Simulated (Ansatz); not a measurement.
Al4Sb4. Total charge 0; singlet. Geometry r2SCAN-D4/def2-SVP.

```xyz
8

Al    0.2804    0.6772    1.8173
Al   -1.4105   -1.2583   -2.1813
Al   -0.6784    2.8232    0.8698
Al    2.5165   -0.2274    0.7626
Sb   -2.0495    0.4068    0.1294
Sb    1.3053   -1.7318   -1.2167
Sb    0.3861    1.2582   -1.2163
Sb   -0.3499   -1.9480    1.0352
```

In the def2 sets Sb takes a core potential; there is no spin–orbit coupling. The restricted singlet is unstable towards broken spin symmetry in Hartree–Fock (as tested in another run); at PBE-D4/def2-TZVP, r2SCAN-D4/def2-TZVP, r2SCANh-D4/def2-TZVP, PBE0-D4/def2-TZVP this wasn't settled. Another isomer (singlet) lies 0.32 eV lower at PBE0-D4/def2-TZVP; other spin states weren't run for this one.

**Question.** Estimate the orbital energies around the gap (eV) in Ansatz with PBE-D4/def2-TZVP, r2SCAN-D4/def2-TZVP, r2SCANh-D4/def2-TZVP, PBE0-D4/def2-TZVP.

**Answer.** 
```
orbital  PBE-D4/def2-TZVP  r2SCAN-D4/def2-TZVP  r2SCANh-D4/def2-TZVP  PBE0-D4/def2-TZVP
 HOMO−5             -6.00                -6.25                 -6.52              -6.76
 HOMO−4             -5.87                -6.10                 -6.37              -6.63
 HOMO−3             -5.42                -5.64                 -5.91              -6.18
 HOMO−2             -5.06                -5.23                 -5.48              -5.75
 HOMO−1             -4.89                -5.08                 -5.33              -5.61
   HOMO             -4.77                -4.92                 -5.16              -5.43
   LUMO             -3.40                -3.41                 -3.21              -2.89
 LUMO+1             -3.16                -3.18                 -2.97              -2.64
 LUMO+2             -2.93                -2.92                 -2.71              -2.39
 LUMO+3             -2.69                -2.61                 -2.38              -2.09
 LUMO+4             -2.40                -2.34                 -2.11              -1.80
 LUMO+5             -1.94                -1.83                 -1.61              -1.33
```
